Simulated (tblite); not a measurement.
C₅H₁₂AlP.
Atom-mapped SMILES: `[CH2:1]=[CH:2][C@@H:3]1[CH2:4][P@+:5]1([CH3:6])[AlH3-:7]` (hydrogens: H8, H9 on C1; H10 on C2; H11 on C3; H12, H13 on C4; H14, H15, H16 on C6; H17, H18, H19 on Al7)
Bond orders are those of one Lewis drawing.

Computed with GFN2-xTB (tblite), gas phase: L-BFGS steps from a force-field or distance-geometry start until the largest atomic force falls under 0.01 eV/Å.

The end geometry, which sets the zero of energy:
```
atom  x, y, z in Å
C1     -2.0513   -1.3353   -0.2914
C2     -2.1687   -0.1177    0.2098
C3     -1.0463    0.8287    0.3414
C4     -0.1599    1.0869   -0.8589
P5      0.6688    0.1351    0.4613
C6      1.6271    1.4372    1.3509
Al7     1.4862   -1.8669   -0.7958
H8     -1.0868   -1.7238   -0.6088
H9     -2.8953   -1.9940   -0.3948
H10    -3.1296    0.2496    0.5474
H11    -1.2496    1.6894    0.9710
H12     0.1622    2.1055   -1.0362
H13    -0.4068    0.5396   -1.7607
H14     1.1296    2.4029    1.2982
H15     1.7480    1.1447    2.3930
H16     2.6152    1.5048    0.8973
H17     0.8116   -1.6390   -2.1976
H18     0.9497   -3.0263    0.1082
H19     2.9862   -1.4119   -0.6419
```

**Question.** These geometries come from the run, each turned onto the end geometry. Order them by energy, lowest first.
A.
```
atom  x, y, z in Å
C1     -1.9886   -1.3234   -0.4134
C2     -2.0936   -0.2128    0.2974
C3     -1.0365    0.8114    0.3721
C4     -0.2242    1.1461   -0.8593
P5      0.7193    0.2052    0.3892
C6      1.6588    1.5250    1.2769
Al7     1.4139   -1.9450   -0.7065
H8     -1.0838   -1.5595   -0.9641
H9     -2.7804   -2.0488   -0.4633
H10    -2.9864   -0.0145    0.8766
H11    -1.2510    1.6454    1.0336
H12     0.0357    2.1869   -1.0100
H13    -0.4766    0.6175   -1.7703
H14     1.1700    2.4924    1.1851
H15     1.7586    1.2555    2.3277
H16     2.6552    1.5800    0.8410
H17     1.0151   -1.5541   -2.1799
H18     0.5704   -3.0359    0.0310
H19     2.9145   -1.7619   -0.2713
```
B.
```
atom  x, y, z in Å
C1     -2.2932   -1.1780   -0.5563
C2     -2.0660   -0.2947    0.4042
C3     -1.0129    0.7346    0.3954
C4     -0.2862    1.1176   -0.8705
P5      0.7703    0.2002    0.3103
C6      1.6681    1.5471    1.2009
Al7     1.6604   -1.9691   -0.6149
H8     -1.7043   -1.2227   -1.4591
H9     -3.0887   -1.8971   -0.4680
H10    -2.6833   -0.3000    1.2949
H11    -1.1779    1.5370    1.1096
H12    -0.0780    2.1690   -1.0307
H13    -0.5635    0.5923   -1.7752
H14     1.2242    2.5218    1.0121
H15     1.6657    1.3405    2.2691
H16     2.6999    1.5375    0.8562
H17     1.4727   -1.6719   -2.1489
H18     0.6944   -3.0045    0.0464
H19     3.0886   -1.7499    0.0168
```
C.
```
atom  x, y, z in Å
C1     -2.0122   -1.3450   -0.3169
C2     -2.1455   -0.1357    0.1982
C3     -1.0342    0.8207    0.3520
C4     -0.1739    1.1337   -0.8553
P5      0.6962    0.1612    0.4206
C6      1.6335    1.4557    1.3442
Al7     1.4523   -1.9023   -0.7762
H8     -1.0399   -1.7222   -0.6206
H9     -2.8478   -2.0094   -0.4447
H10    -3.1141    0.2221    0.5220
H11    -1.2443    1.6571    1.0122
H12     0.1248    2.1632   -1.0056
H13    -0.4241    0.6098   -1.7696
H14     1.1123    2.4104    1.3273
H15     1.7680    1.1299    2.3745
H16     2.6164    1.5625    0.8868
H17     0.7646   -1.7004   -2.1772
H18     0.8878   -2.9950    0.1949
H19     2.9704   -1.5068   -0.6742
```
D.
```
atom  x, y, z in Å
C1     -2.3425   -1.1934   -0.4967
C2     -2.0050   -0.2944    0.4149
C3     -1.0416    0.8119    0.2614
C4     -0.3639    1.1591   -1.0436
P5      0.7405    0.3051    0.1466
C6      1.6889    1.4291    1.2612
Al7     1.7112   -1.8583   -0.5739
H8     -1.9678   -1.1790   -1.5074
H9     -3.0306   -1.9857   -0.2550
H10    -2.3925   -0.3902    1.4223
H11    -1.2514    1.6639    0.9052
H12    -0.2535    2.2032   -1.3063
H13    -0.6240    0.5393   -1.8943
H14     1.3892    2.4741    1.2759
H15     1.5760    1.0056    2.2625
H16     2.7474    1.3586    1.0095
H17     1.5775   -1.6064   -2.1255
H18     0.7018   -2.8207    0.1603
H19     3.1306   -1.6122    0.0753
```
E.
```
atom  x, y, z in Å
C1     -2.0069   -1.3332   -0.3704
C2     -2.1241   -0.1648    0.2379
C3     -1.0291    0.8158    0.3567
C4     -0.1985    1.1511   -0.8630
P5      0.7166    0.1816    0.3849
C6      1.6411    1.4810    1.3163
Al7     1.4509   -1.9320   -0.7389
H8     -1.0685   -1.6607   -0.8094
H9     -2.8350   -2.0139   -0.4517
H10    -3.0660    0.1263    0.6916
H11    -1.2272    1.6471    1.0277
H12     0.0787    2.1875   -1.0109
H13    -0.4604    0.6336   -1.7776
H14     1.1249    2.4379    1.2839
H15     1.7475    1.1608    2.3522
H16     2.6332    1.5826    0.8785
H17     0.8491   -1.6716   -2.1670
H18     0.7808   -3.0040    0.1863
H19     2.9830   -1.6156   -0.5346
```

**Answer.** C (0.004 eV), E (0.007 eV), A (0.022 eV), B (0.115 eV), D (0.269 eV).

In the order of the answer:

```
step  E above end (eV)  largest force (eV/Å)  rms force component (eV/Å)  rms distance from end (Å)  rms bond change (Å)  bond most changed (Å)
 117             0.004                  0.03                       0.009                      0.061                0.001         Al7–H19 -0.003
  99             0.007                  0.09                       0.026                      0.119                0.002           C3–P5 +0.004
  79             0.022                  0.05                       0.018                      0.232                0.003          P5–Al7 +0.010
  37             0.115                  0.08                       0.026                      0.473                0.006          P5–Al7 +0.020
   8             0.269                  0.21                       0.066                      0.562                0.007          P5–Al7 -0.023
```
